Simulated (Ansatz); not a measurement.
Saddle point of ZnH3ClO, singlet (ZnH₂O ([OH][ZnH]) + HCl → ZnHClO ([OH][Zn][Cl]) + H₂; bonds formed: Zn1–Cl5, H2–H4; bonds broken: Zn1–H2, H4–Cl5), PBE0-D4/def2-TZVP structure:

```
6
angstrom
Zn -0.0272 -0.2092 0.3547
H -0.5547 1.1167 1.1966
O 0.4365 -1.9183 0.2246
H -0.4402 1.5531 0.2025
Cl -0.1157 1.6304 -1.3163
H 0.7014 -2.1727 -0.6622
```

Energies are electronic, without zero-point energy. Barriers and step energies count from the start structure reached by relaxing down the imaginary mode; all methods use the PBE0-D4 structures, on which another method's saddle can fall below an end. Ansatz 0.2.0; basis: def2-TZVPP, with def2-QZVPP for the basis limit; cores frozen in the correlated methods. The 3s and 3p shells of Cu and Zn are frozen; filled d shells are correlated. B3LYP uses VWN-RPA correlation. Extrapolation: Hartree–Fock as exp(−7.88 √X), correlation as X^−2.97.

```
      method  barrier (kcal/mol)  step energy (kcal/mol)
       SPW92                4.49                  -18.97
      PBE-D4                9.10                  -20.64
     BLYP-D4                   ?                  -20.60
   r2SCAN-D4                9.45                  -22.82
      B97M-V               13.08                  -20.29
     PBE0-D4               10.72                  -22.16
    B3LYP-D4                   ?                  -21.73
  r2SCAN0-D4               10.85                  -23.71
    BHLYP-D4               15.34                  -23.62
CAM-B3LYP-D4               14.72                  -21.50
     wB97X-V               14.69                  -22.66
     wB97M-V               14.84                  -21.94
      B2PLYP               14.18                  -22.68
    PBE-QIDH               12.33                  -23.73
  RPA on PBE                   ?                  -20.37
          HF               21.17                  -26.02
         MP2               14.26                  -23.56
        CCSD               16.54                  -22.34
     CCSD(T)               14.97                  -22.25
```

Question: Fill in the withheld barriers. (An estimate is asked for; the value comes from the calculation.)

Answer: By the calculation: RPA on PBE 16.11; BLYP-D4 12.58; B3LYP-D4 13.55 kcal/mol. Each is the energy of the saddle less that of the start structure, by the same method.

For comparison, the barrier by CCSD(T) at an estimated basis limit (MP2 extrapolated from triple and quadruple zeta, plus CCSD(T) − MP2 in triple zeta) is 13.21 kcal/mol.

T1 diagnostic: at most 0.016.

Labels in which every atom is bracketed show which atoms are joined, not bond orders.

For scale, one of the runs: CCSD(T)/def2-TZVPP, 179 basis functions (an equivalent command: `ansatz run in.yaml --threads 4`). The run took 17 s on 4 CPU threads (shared host), with 1.7 GiB of host memory at its peak.
